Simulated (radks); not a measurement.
Problem. Valence configurations of N2+ (all share [He]). All-electron calculation, scalar-relativistic Kohn-Sham, BLYP, spin-polarised, spherical densities, point nucleus; open shells are filled with parallel spins first. Program: a radial shooting solver on a logarithmic mesh with Libxc functionals. Order these by energy: 2p3; 2s1.5 2p1.5; 2s1 2p2; 2s2 2p1.

Solution. From the lowest, in eV above it: 2s2 2p1 0.000; 2s1.5 2p1.5 4.028; 2s1 2p2 6.938; 2p3 18.583. NIST lists [He] 2s2 2p1 as the ground configuration; this level of theory agrees among the configurations tried. The energies are those of spherical high-spin densities, not of single terms.
